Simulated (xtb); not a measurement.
A run for xtb: GFN2-xTB on CH3ITe (SMILES C[Te]I), a point of a torsion scan.

```
$ xtb mol.xyz --gfn 2 --opt vtight --chrg 0 --uhf 0 --input xcontrol
6

C     -0.80095529    -0.02006787     0.01189622
Te     0.94000762     1.23974160    -0.04928448
I      2.47055213     0.57508949     2.15925168
H     -0.94087975    -0.40550583     1.03919898
H     -1.68871198     0.52919614    -0.35337967
H     -0.64379442    -0.89719110    -0.66686366
$constrain
  force constant=1.0
  dihedral: 4,1,2,3,20.0
$end
```

Output:

```
[...]
           -------------------------------------------------
          |                Calculation Setup                |
           -------------------------------------------------



           -------------------------------------------------
          |                 G F N 2 - x T B                 |
           -------------------------------------------------

        Reference                      10.1021/acs.jctc.8b01176
      * Hamiltonian:
        H0-scaling (s, p, d)           1.850000    2.230000    2.230000
        zeta-weighting                 0.500000
      * Dispersion:
        s8                             2.700000
        a1                             0.520000
        a2                             5.000000
        s9                             5.000000
      * Repulsion:
        kExp                           1.500000    1.000000
        rExp                           1.000000
      * Coulomb:
        alpha                          2.000000
        third order                    shell-resolved
        anisotropic                    true
        a3                             3.000000
        a5                             4.000000
        cn-shift                       1.200000
        cn-exp                         4.000000
        max-rad                        5.000000


          ...................................................
          :                      SETUP                      :
          :.................................................:
          :  # basis functions                  27          :
          :  # atomic orbitals                  25          :
          :  # shells                           11          :
          :  # electrons                        20          :
          :  max. iterations                   250          :
          :  Hamiltonian                  GFN2-xTB          :
          :  restarted?                      false          :
          :  GBSA solvation                  false          :
          :  PC potential                    false          :
          :  electronic temp.          300.0000000     K    :
          :  accuracy                    1.0000000          :
          :  -> integral cutoff          0.2500000E+02      :
          :  -> integral neglect         0.1000000E-07      :
          :  -> SCF convergence          0.1000000E-05 Eh   :
          :  -> wf. convergence          0.1000000E-03 e    :
          :  Broyden damping             0.4000000          :
          :  net charge                          0          :
          :  unpaired electrons                  0          :
          ...................................................

 iter      E             dE          RMSdq      gap      omega  full diag
   1    -10.5499434 -0.105499E+02  0.112E+01    2.71       0.0  T
   2    -10.3873629  0.162580E+00  0.151E+01    2.00       1.0  T
   3    -10.6389142 -0.251551E+00  0.606E+00    2.52       1.0  T
   4    -10.6448620 -0.594771E-02  0.168E+00    2.61       1.0  T
   5    -10.6453567 -0.494736E-03  0.115E+00    2.59       1.0  T
   6    -10.6457462 -0.389551E-03  0.713E-01    2.58       1.0  T
   7    -10.6449059  0.840328E-03  0.139E+00    2.62       1.0  T
   8    -10.6459848 -0.107886E-02  0.264E-01    2.55       1.0  T
   9    -10.6461728 -0.188023E-03  0.499E-02    2.56       1.0  T
  10    -10.6461731 -0.282800E-06  0.297E-02    2.56       1.4  T
  11    -10.6461742 -0.114887E-05  0.421E-03    2.56       9.7  T
  12    -10.6461742 -0.514105E-08  0.292E-03    2.56      14.0  T
  13    -10.6461742 -0.569421E-08  0.807E-04    2.56      50.6  T
  14    -10.6461742 -0.924846E-09  0.126E-04    2.56     323.6  T

   *** convergence criteria satisfied after 14 iterations ***

         #    Occupation            Energy/Eh            Energy/eV
      -------------------------------------------------------------
         1        2.0000           -0.8532425             -23.2179
       ...           ...                  ...                  ...
         4        2.0000           -0.5102577             -13.8848
         5        2.0000           -0.5045696             -13.7300
         6        2.0000           -0.4775332             -12.9943
         7        2.0000           -0.4527945             -12.3212
         8        2.0000           -0.4315798             -11.7439
         9        2.0000           -0.4210559             -11.4575
        10        2.0000           -0.3770441             -10.2599 (HOMO)
        11                         -0.2828565              -7.6969 (LUMO)
        12                         -0.2057473              -5.5987
        13                         -0.0062031              -0.1688
        14                          0.0109761               0.2987
        15                          0.0186398               0.5072
       ...                                ...                  ...
        25                          0.7897634              21.4906
      -------------------
[...]
     -0.2659063              -7.2357 (LUMO)
        12                         -0.2059692              -5.6047
        13                          0.0027430               0.0746
        14                          0.0118108               0.3214
        15                          0.0143967               0.3918
       ...                                ...                  ...
        25                          0.9206380              25.0518
      -------------------------------------------------------------
                  HL-Gap            0.1077596 Eh            2.9323 eV
             Fermi-level           -0.3197861 Eh           -8.7018 eV

 SCC (total)                   0 d,  0 h,  0 min,  0.002 sec
 SCC setup                      ...        0 min,  0.000 sec (  1.938%)
 Dispersion                     ...        0 min,  0.000 sec (  0.485%)
 classical contributions        ...        0 min,  0.000 sec (  0.212%)
 integral evaluation            ...        0 min,  0.000 sec ( 31.051%)
 iterations                     ...        0 min,  0.000 sec ( 19.699%)
 molecular gradient             ...        0 min,  0.001 sec ( 43.521%)
 printout                       ...        0 min,  0.000 sec (  2.826%)

         :::::::::::::::::::::::::::::::::::::::::::::::::::::
         ::                     SUMMARY                     ::
         :::::::::::::::::::::::::::::::::::::::::::::::::::::
         :: total energy             -10.600526382535 Eh    ::
         :: gradient norm              0.000016253453 Eh/a0 ::
         :: HOMO-LUMO gap              2.932287033865 eV    ::
         ::.................................................::
         :: SCC energy               -10.665656734959 Eh    ::
         :: -> isotropic ES            0.002692321672 Eh    ::
         :: -> anisotropic ES         -0.000437868681 Eh    ::
         :: -> anisotropic XC         -0.012797675603 Eh    ::
         :: -> dispersion             -0.004138501338 Eh    ::
         :: repulsion energy           0.065128069130 Eh    ::
         :: add. restraining           0.000002283294 Eh    ::
         :: total charge               0.000000000000 e     ::
         :::::::::::::::::::::::::::::::::::::::::::::::::::::

           -------------------------------------------------
          |                Property Printout                |
           -------------------------------------------------

    * Orbital Energies and Occupations

         #    Occupation            Energy/Eh            Energy/eV
      -------------------------------------------------------------
         1        2.0000           -0.8506448             -23.1472
         2        2.0000           -0.7490451             -20.3826
         3        2.0000           -0.6091035             -16.5745
         4        2.0000           -0.5079395             -13.8217
         5        2.0000           -0.5056239             -13.7587
         6        2.0000           -0.4743628             -12.9081
         7        2.0000           -0.4590586             -12.4916
         8        2.0000           -0.4366703             -11.8824
         9        2.0000           -0.4232087             -11.5161
        10        2.0000           -0.3736658             -10.1680 (HOMO)
        11                         -0.2659063              -7.2357 (LUMO)
        12                         -0.2059692              -5.6047
        13                          0.0027430               0.0746
        14                          0.0118108               0.3214
        15                          0.0143967               0.3918
        16                          0.0236316               0.6430
        17                          0.0274038               0.7457
        18                          0.0560137               1.5242
        19                          0.0808484               2.2000
        20                          0.1437400               3.9114
        21                          0.1745440               4.7496
       ...                                ...                  ...
        25                          0.9206380              25.0518
      -------------------------------------------------------------
                  HL-Gap            0.1077596 Eh            2.9323 eV
             Fermi-level           -0.3197861 Eh           -8.7018 eV

     #   Z          covCN         q      C6AA      α(0)
     1   6 C        3.668    -0.112    22.922     6.864
     2  52 Te       1.782     0.099   413.697    37.597
     3  53 I        0.890    -0.085   378.071    33.566
     4   1 H        0.926     0.047     2.361     2.403
     5   1 H        0.926     0.024     2.677     2.559
Note: The following floating-point exceptions are signalling: IEEE_DENORMAL
normal termination of xtb
     6   1 H        0.926     0.028     2.620     2.531

 Mol. C6AA /au·bohr⁶  :       2424.738387
 Mol. C8AA /au·bohr⁸  :     187436.556671
 Mol. α(0) /au        :         85.519826


Wiberg/Mayer (AO) data.
largest (>0.10) Wiberg bond orders for each atom

 ---------------------------------------------------------------------------
     #   Z sym  total        # sym  WBO       # sym  WBO       # sym  WBO
 ---------------------------------------------------------------------------
     1   6 C    3.989 --     5 H    1.000     6 H    0.998     4 H    0.989
                             2 Te   0.981
     2  52 Te   2.175 --     3 I    1.194     1 C    0.981
     3  53 I    1.222 --     2 Te   1.194
     4   1 H    0.998 --     1 C    0.989
     5   1 H    0.999 --     1 C    1.000
     6   1 H    0.999 --     1 C    0.998
 ---------------------------------------------------------------------------

Topologies differ in total number of bonds
Writing topology from bond orders to xtbtopo.mol

molecular dipole:
                 x           y           z       tot (Debye)
 q only:       -0.197       0.117      -0.320
   full:       -1.442       0.486      -1.987       6.362
molecular quadrupole (traceless):
                xx          xy          yy          xz          yz          zz
 q only:       -0.778       0.210       1.680      -2.249      -0.602      -0.902
  q+dip:       -3.930      -0.111      11.008     -15.417      -0.956      -7.079
   full:       -3.065       1.524      10.118     -13.930      -2.335      -7.053

           -------------------------------------------------
          |                Geometry Summary                 |
           -------------------------------------------------

      molecular mass/u    :      269.5421565
   center of mass at/Å    :        1.4395991       0.8433661       0.9036034
  moments of inertia/u·Å² :        0.6631620E+02   0.4999864E+03   0.5631674E+03
rotational constants/cm⁻¹ :        0.2542008E+00   0.3371618E-01   0.2993361E-01

 * 4 selected distances

     #   Z          #   Z                                           value/Å
     2  52 Te       3  53 I                                       2.6787907 (max)
     1   6 C        4   1 H                                       1.0815293 (min)
     1   6 C        5   1 H                                       1.0815539
     1   6 C        6   1 H                                       1.0829176

 * 2 distinct bonds (by element types)

   Z      Z             #   av. dist./Å        max./Å        min./Å
   1 H    6 C           3     1.0820003     1.0829176     1.0815293
  52 Te  53 I           1     2.6787907     2.6787907     2.6787907


optimized geometry written to: xtbopt.xyz


           -------------------------------------------------
          | TOTAL ENERGY              -10.600526382535 Eh   |
          | GRADIENT NORM               0.000016253453 Eh/α |
          | HOMO-LUMO GAP               2.932287033865 eV   |
           -------------------------------------------------

------------------------------------------------------------------------
------------------------------------------------------------------------
 total:
 SCF:
 ANC optimizer:
```

The run finished.

Warnings raised: the energy holds the restraint's term.

Cost: around 0.05 core-seconds (rough).
